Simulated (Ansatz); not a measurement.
`[F][Al]([F])[Cl]` + HBr → `[F][Al]([F])[Br]` + HCl  (ligand exchange at the Al–Cl bond)

Isolated molecules relaxed with PBE0-D4/def2-TZVP in Ansatz; ΔE leaves out vibrations. CCSD(T)/CBS adds triple-zeta CCSD(T) − MP2 to the extrapolated MP2 energy (def2 sets, frozen cores). This one scheme is used for every species. DFT in def2-TZVPP. HSE06 is defined as in plane-wave codes. For Br outer-core shells are correlated without core-valence functions, which leaves a few kJ/mol of doubt a bond. Scalar relativity is left out up to krypton.

`[F][Al]([F])[Cl]`:

```xyz
4

F    -1.177    0.999   -0.672
Al    0.010    0.045   -0.090
F     1.358   -0.172   -0.982
Cl   -0.190   -0.872    1.744
```

HBr:

```xyz
2

Br    0.263    0.212    0.624
H    -0.263   -0.212   -0.624
```

`[F][Al]([F])[Br]`:

```xyz
4

F    -0.123    1.292   -1.108
Al   -0.051   -0.011   -0.129
F    -0.584   -1.448   -0.689
Br    0.757    0.167    1.927
```

HCl:

Z-matrix (Å, degrees):
```
Cl
H 1 1.279
```

(1) Is it downhill or uphill in electronic energy at CCSD(T)/CBS, and by how much? (Best estimate.)

(2) What do these levels give: PBE0-D4, r2SCANh-D4, r2SCAN0, HSE06, CAM-B3LYP, HF/def2-SVP? (Best estimate.)

Largest T1 diagnostic among the species: 0.012.

Results:

(1) Computed: Nearly level: ΔE = -0.1 kcal/mol.

(2) Ansatz gave: PBE0-D4 -0.1, r2SCANh-D4 0.3, r2SCAN0 0.2, HSE06 0.0, CAM-B3LYP 0.8, HF/def2-SVP 1.1 kcal/mol.

Leaving LDA and LC-ωPBE aside and taking each functional with its dispersion term where it has one, the values, not all of them listed here, spread over 1.4 kcal/mol, from PBE-QIDH to B97M-V. At CCSD(T), def2-SVP lies +1.2 kcal/mol from the extrapolated value and def2-TZVPP +0.3 kcal/mol.
